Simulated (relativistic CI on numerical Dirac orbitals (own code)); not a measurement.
Er⁸⁺: q coefficients and field-shift factors

Computed by Dirac-Coulomb-Breit CI, KLI orbitals optimised for each configuration, derivatives by finite differences, unscaled Slater integrals, QED left out (own radial code, finite nucleus).

CI space (outside the closed core [Ar] 3d10 4p6 4d10): 4s²4f¹⁰5s²5p², 4s²4f¹²5s5p, 4s²4f¹¹5s²6s, 4s4f¹²5s²5p. The list is cut by size and lacks configurations that can hold low levels.

With x = (α/α₀)² − 1 an excitation energy changes as ω = ω₀ + qx; K = 2q/ω₀ is the relative enhancement. Terms are leading LS components, so labels can repeat. The field-shift factor is F = δν/δ⟨r²⟩ for the transition from the lowest level.

Lowest level 4s²4f¹⁰5s²5p² ⁷H8.

```
            Level  ω₀ (cm⁻¹)  q (cm⁻¹)  F (GHz/fm²)
4s²4f¹⁰5s²5p² ⁷H7     7754.3      7055        0.181
4s²4f¹⁰5s²5p² ⁷K6    12890.7     10170        0.314
4s²4f¹⁰5s²5p² ⁷K5    16496.4     11680        0.416
4s²4f¹⁰5s²5p² ⁷K4    19256.2     14330        0.468
4s²4f¹⁰5s²5p² ⁵F5    22026.3      2512        0.326
4s²4f¹⁰5s²5p² ⁷F4    26305.3      7324        0.369
4s²4f¹⁰5s²5p² ⁷P2    26553.1      2121        0.513
4s²4f¹⁰5s²5p² ³K8    29149.0      2081        0.534
4s²4f¹⁰5s²5p² ⁷G3    29668.4     10120        0.458
4s²4f¹⁰5s²5p² ⁵G6    29899.1      6793        0.109
4s²4f¹⁰5s²5p² ⁷G2    30548.1      7123        0.558
4s²4f¹⁰5s²5p² ⁵F1    32718.6      8837        0.634
4s²4f¹⁰5s²5p² ⁵G5    33568.6      8648        0.277
```

At this charge configurations can still be misplaced by up to about 7 % of their energy. Terms inside the open d or f shell come out 10 to 20 % too wide with unscaled integrals. Levels and lines within the n = 5 or 6 shells can be off by up to 10 % or somewhat more, and those that change n by about 2 %, since core polarisation is missing.

(1) Which transition from the lowest level has the largest |K|?

## Answers

(1) 4s²4f¹⁰5s²5p² ⁷H7 at 7754.3 cm⁻¹, K = 1.82.
